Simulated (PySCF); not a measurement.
## Si2H7NO4

Si2H7NO4 is a molecule, neutral, singlet. The structure, one conformer, was relaxed in the gas phase by PBE0-D3(BJ)/def2-SVP. No frequency run checks that it is a minimum.

SMILES: N[SiH2]O[Si](O)(O)O

Coordinates in Å:
```
O1      1.716    1.877   -0.459
Si2     1.036    0.612    0.350
O3     -0.271    1.005    1.288
O4      2.184    0.044    1.384
O5      0.473   -0.467   -0.748
Si6    -0.905   -1.433   -0.717
N7     -2.378   -0.560   -0.576
H8      1.338    2.062   -1.323
H9     -0.053    1.316    2.172
H10     3.088    0.092    1.061
H11    -0.772   -2.352    0.447
H12    -0.927   -2.165   -2.011
H13    -2.480    0.035    0.243
H14    -2.767   -0.108   -1.396
```

Shieldings: GIAO PBE0/pcSseg-1. Shifts are against computed references at the same level: H TMS (σ 31.27 ppm), Si TMS (σ 352.0 ppm). Core levels by delta-SCF with SCAN, pcX-2 on the ionised atom and pcseg-1 elsewhere, spin-free X2C (2p3/2 is the spin-free 2p value less a third of a first-order spin-orbit splitting); from the vacuum level, for chosen atoms.

Q: Give the NMR and core-level values of the distinct atoms.

A: 
| atoms | bonded to | σ (ppm) | δ (ppm) | core level (eV) |
| --- | --- | --- | --- | --- |
| O1 | 1 Si + 1 H | 279.7 | - | 1s 538.88 |
| Si2 | 4 O | 420.5 | -68.5 | 2p3/2 108.59 |
| O3 | 1 Si + 1 H | 282.2 | - | 1s 538.90 |
| O4 | 1 Si + 1 H | 287.0 | - | 1s 538.91 |
| O5 | 2 Si | 232.6 | - | 1s 537.81 |
| Si6 | 1 N + 1 O + 2 H | 384.2 | -32.2 | - |
| N7 | 1 Si + 2 H | 227.3 | - | - |
| H8 | 1 O | 29.50 | 1.77 | - |
| H9 | 1 O | 29.50 | 1.77 | - |
| H10 | 1 O | 29.45 | 1.82 | - |
| H11 | 1 Si | 26.35 | 4.92 | - |
| H12 | 1 Si | 26.75 | 4.52 | - |
| H13 | 1 N | 29.74 | 1.53 | - |
| H14 | 1 N | 30.06 | 1.21 | - |

Values are those of this one static structure; atoms that internal rotation interchanges would show their mean in an NMR spectrum.

Q: Which of O1, O3, O4, O5 holds its core electrons tightest, and by how much against the loosest?

A: O4 (bonded to 1 Si + 1 H), by 1.10 eV over O5 (bonded to 2 Si).

Q: By CAM-B3LYP/def2-SVPD (TDDFT singlets, Tamm-Dancoff triplets, ionisation by delta-SCF), where does absorption start, and what does vertical ionisation take?

A: The lowest singlet lies at 6.87 eV (f 0.060), the lowest triplet at 6.52 eV; vertical ionisation takes 10.17 eV.
